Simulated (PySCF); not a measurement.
Compound: C₄H₁₂OSi₃.
Structure used (GFN2-xTB), in Å, numbered top down from 1:
```xyz
20
C4H12OSi3 angstrom
C      1.333    1.985   -1.112
C      1.257    1.042   -0.179
C      2.049   -0.226   -0.287
Si     0.956   -1.663   -0.919
O     -0.392   -1.698   -0.018
Si    -1.294   -0.755    0.988
C     -2.947   -0.432    0.105
Si     0.031    1.125    1.267
H      0.746    2.886   -1.056
H      1.992    1.902   -1.965
H      2.899   -0.088   -0.957
H      2.447   -0.494    0.694
H      0.544   -1.421   -2.302
H      1.595   -2.958   -0.704
H     -1.507   -1.651    2.134
H     -3.445   -1.360   -0.163
H     -2.802    0.136   -0.811
H     -3.623    0.135    0.739
H      0.820    1.125    2.513
H     -0.665    2.419    1.208
```

Definitions: NICS(0) = −σiso at the ring centroid; NICS(1) = −σiso and NICS(1)zz = −σzz at ±1 Å along the ring normal z. Level: GIAO PBE0/pcSseg-1 (PySCF, non-relativistic, gas phase) on the GFN2-xTB geometry, one conformer.

Ring bond lengths (Å), with Mayer bond orders in brackets: C2–C3 1.499 (1.03), C3–Si4 1.912 (0.86), Si4–O5 1.622 (0.95), O5–Si6 1.648 (0.87), Si6–Si8 2.316 (0.90), Si8–C2 1.898 (0.84).

Problem. What do the NICS probes read (ppm)?

Solution. 
```tsv
ring	type	NICS(0)	NICS(1), two faces	NICS(1)zz, two faces	rms pucker (Å)	centre to ring atoms, mean (Å)
C2–C3–Si4–O5–Si6–Si8	6-membered ring with O and 3 Si; formal bonds all single	-1.6	-2.2 / -0.9	2.5 / 4.1	0.23	1.76
```

Problem. What do they say, and how far can they be read as aromaticity?

Solution. 
- C2–C3–Si4–O5–Si6–Si8: mean NICS(1)zz 3.3 ppm, deshielded. C3, Si4, Si6, Si8 have four or more neighbours; no verdict on aromaticity is drawn.

Problem. At the second NICS(1) probe listed for ring C2–C3–Si4–O5–Si6–Si8, 1 Å off the ring, how large is the induced field along the normal in 7.05 T applied along it?

Solution. NICSzz × B0 = 4.1 ppm × 7.05 T = 29 μT, along the applied field.
